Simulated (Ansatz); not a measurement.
Mulliken charges of `C[CH2][Ga]([Cl])[Cl]` from B3LYP/def2-TZVPP in Ansatz (PBE0-D4/def2-TZVP geometry).

| atom | x (Å) | y (Å) | z (Å) | charge (e) |
| --- | --- | --- | --- | --- |
| C1 | 0.183 | -1.174 | 0.685 | -0.235 |
| C2 | 0.543 | 0.272 | 0.374 | -0.222 |
| Ga3 | -0.568 | 1.104 | -1.004 | 0.538 |
| Cl4 | -2.157 | 0.058 | -1.988 | -0.272 |
| Cl5 | -0.314 | 3.123 | -1.666 | -0.268 |
| H6 | -0.845 | -1.269 | 1.040 | 0.090 |
| H7 | 0.839 | -1.579 | 1.461 | 0.090 |
| H8 | 0.278 | -1.814 | -0.194 | 0.090 |
| H9 | 1.578 | 0.368 | 0.032 | 0.095 |
| H10 | 0.462 | 0.910 | 1.260 | 0.095 |

Question: By hand: the dipole of these point charges (1 e Å = 4.8032 D).

Answer: Σ q r = (0.420, -0.341, 0.533) e Å, of length 0.759 e Å = 3.65 D.

Question: How does the dipole of the full density compare? (An estimate is asked.)

Answer: Ansatz gave: (0.348, -0.281, 0.441) e Å, 3.02 D; the point charges give 1.21 times that, at 0° from its direction.

Point charges leave out the atoms' own dipoles, such as those of lone pairs, and Mulliken's split depends on the basis, so the two needn't agree.

B3LYP here is the variant with VWN-RPA as its local correlation; programs differ in this.
